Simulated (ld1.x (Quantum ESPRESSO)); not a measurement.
# An all-electron radial function and its pseudo partner (V)

Columns: radius, all-electron u(r) and pseudo u(r) of the 3s shell (level -69.16 eV) of vanadium in the configuration [Ne] 3s2 3p6 3d3 4s2 4p0; PBE, non-relativistic, PAW scheme, ld1.x (Quantum ESPRESSO) 7.5.

```json
{"r (bohr)": "0.093", "all-electron": "-0.0410", "pseudo": "0.2336"}
{"r (bohr)": "0.185", "all-electron": "-0.5729", "pseudo": "0.4545"}
{"r (bohr)": "0.278", "all-electron": "-0.4765", "pseudo": "0.6578"}
{"r (bohr)": "0.370", "all-electron": "-0.0643", "pseudo": "0.8310"}
{"r (bohr)": "0.463", "all-electron": "0.3906", "pseudo": "0.9715"}
{"r (bohr)": "0.555", "all-electron": "0.7508", "pseudo": "1.0722"}
{"r (bohr)": "0.648", "all-electron": "0.9899", "pseudo": "1.1338"}
{"r (bohr)": "0.740", "all-electron": "1.1111", "pseudo": "1.1556"}
{"r (bohr)": "0.833", "all-electron": "1.1426", "pseudo": "1.1415"}
{"r (bohr)": "0.925", "all-electron": "1.1108", "pseudo": "1.0966"}
{"r (bohr)": "1.018", "all-electron": "1.0389", "pseudo": "1.0266"}
{"r (bohr)": "1.110", "all-electron": "0.9462", "pseudo": "0.9400"}
{"r (bohr)": "1.203", "all-electron": "0.8436", "pseudo": "0.8424"}
{"r (bohr)": "1.295", "all-electron": "0.7415", "pseudo": "0.7426"}
{"r (bohr)": "1.388", "all-electron": "0.6431", "pseudo": "0.6443"}
{"r (bohr)": "1.480", "all-electron": "0.5534", "pseudo": "0.5539"}
{"r (bohr)": "1.573", "all-electron": "0.4718", "pseudo": "0.4718"}
{"r (bohr)": "1.665", "all-electron": "0.4004", "pseudo": "0.4004"}
{"r (bohr)": "1.758", "all-electron": "0.3375", "pseudo": "0.3375"}
{"r (bohr)": "1.850", "all-electron": "0.2838", "pseudo": "0.2838"}
{"r (bohr)": "1.943", "all-electron": "0.2374", "pseudo": "0.2374"}
{"r (bohr)": "2.035", "all-electron": "0.1984", "pseudo": "0.1984"}
{"r (bohr)": "2.128", "all-electron": "0.1650", "pseudo": "0.1650"}
{"r (bohr)": "2.220", "all-electron": "0.1373", "pseudo": "0.1373"}
{"r (bohr)": "2.313", "all-electron": "0.1137", "pseudo": "0.1137"}
{"r (bohr)": "2.405", "all-electron": "0.0943", "pseudo": "0.0943"}
```

(1) How many radial nodes do the two functions have?

(2) At about which radius was the pseudo-wave matched?

(3) Is the pseudo-wave norm-conserving?

Answers

(1) The all-electron 3s function has n − l − 1 = 2 (the table is too coarse to show those close to the nucleus); the pseudo-wave has 0, since the states of the same l below it are removed with the core.

(2) 1.65 bohr. The columns agree to 0.0005 from 1.48 bohr on; several derivatives are matched, so the curves merge somewhat inside the radius.

(3) No, it belongs to a PAW set: the norm inside the radius is not constrained, and the difference is carried by the augmentation charge.
